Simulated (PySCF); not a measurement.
SrS and its ions

RHF-CCSD; basis Sr def2-SVPD with ECP28, S def2-SVPD; scalar-relativistic core potentials; PySCF 2.14. Neutral (RHF): singlet (closed shell), Re = 2.514 Å, ωe = 374 cm⁻¹, De = 2.62 eV.

SrS⁺ (UHF): doublet (π ↑), Re = 2.678 Å, ωe = 323 cm⁻¹, De = 2.22 eV to Sr⁺ + S. The energies at the minima are -428.00513 hartree for SrS and -427.78723 for SrS⁺.

Problem. Work out the adiabatic ionisation energy, without and with harmonic zero-point energies (1 hartree = 27.2114 eV, 1 eV = 8065.5 cm⁻¹), and the change of the bond length.

Solution. At CCSD: 0.21790 hartree = 5.929 eV between the minima; the zero-point term (323.0 − 374.0)/2 cm⁻¹ = -0.003 eV makes it 5.926 eV. Re changes by +16.4 pm against the neutral. The electron leaves a π orbital, and the longer bond of the ion fits a bonding orbital, or a change in how ionic the bond is.

SrS⁻ (UHF): doublet (σ ↑), Re = 2.615 Å, ωe = 332 cm⁻¹. The energies at the minima are -428.00513 hartree for SrS and -428.05160 for SrS⁻.

Problem. Work out the adiabatic electron affinity, without and with harmonic zero-point energies (1 hartree = 27.2114 eV, 1 eV = 8065.5 cm⁻¹), and the change of the bond length.

Solution. At CCSD: 0.04647 hartree = 1.265 eV between the minima; the zero-point term (374.0 − 332.0)/2 cm⁻¹ = +0.003 eV makes it 1.267 eV. Re changes by +10.1 pm against the neutral. The electron enters a σ orbital, and the longer bond of the ion fits an antibonding orbital, or a change in how ionic the bond is.

Correlated steps freeze 5 core orbitals. Correlated levels converge slowly with the basis: in double zeta they bind strong bonds too weakly, by up to about 1 eV, and carry superposition errors of some tenths. Spin–orbit coupling is left out. For an ion De counts to the pair picked by the measured ionisation energies or electron affinities, which need not be the lowest pair at this level. Where the molecule has an RHF reference, its open-shell atoms are computed with UHF. The CCSD T1 diagnostic is raised in SrS, a sign that a single reference may not be enough there. States were picked by a PBE0 search and need not be the measured ground states.

Neutral and ion stand on different kinds of reference determinant, which adds to the error of the difference.
